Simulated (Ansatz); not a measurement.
Calculated with Ansatz (gas phase, PBE0-D4/def2-TZVP geometries, no zero-point term in ΔE). CCSD(T)/CBS is the MP2 limit (def2-TZVPP, def2-QZVPP) plus CCSD(T) − MP2 in def2-TZVPP, frozen cores. This one scheme is used for every species. Functionals use def2-TZVPP. For Ge outer-core shells are correlated without core-valence functions, which leaves a few kJ/mol of doubt a bond. Scalar relativity is left out up to krypton. Each species was taken in one conformer, which may not be the lowest.

Consider the hydrogenolysis of a Ge–F bond: `[F][GeH2][SiH2]Cl` + H₂ → `Cl[SiH2][GeH3]` + H–F.

```
         level  ΔE (kcal/mol)  difference from CCSD(T)/CBS
     revPBE-D4            6.9                          2.1
       BLYP-D4            9.0                          4.2
     r2SCAN-D4            7.6                          2.8
       PBE0-D4            4.7                         -0.1
          BLYP            8.5                          3.7
        r2SCAN            7.5                          2.7
         BHLYP            6.6                          1.8
 CCSD/def2-SVP            5.2                          0.4
MP2/def2-TZVPP            5.8                          1.0
MP2/def2-QZVPP            5.7                          0.9
   CCSD(T)/CBS            4.8                            0
```

Largest T1 diagnostic among the species: 0.011.

In def2-TZVPP, CCSD(T) changes the Hartree–Fock value by −1.6 kcal/mol (the triples alone add +0.4 kcal/mol) and MP2 by −1.0 kcal/mol. From PBE to PBE0 (25 % exact exchange), in def2-TZVPP and without D4, ΔE moves by −1.5 kcal/mol.
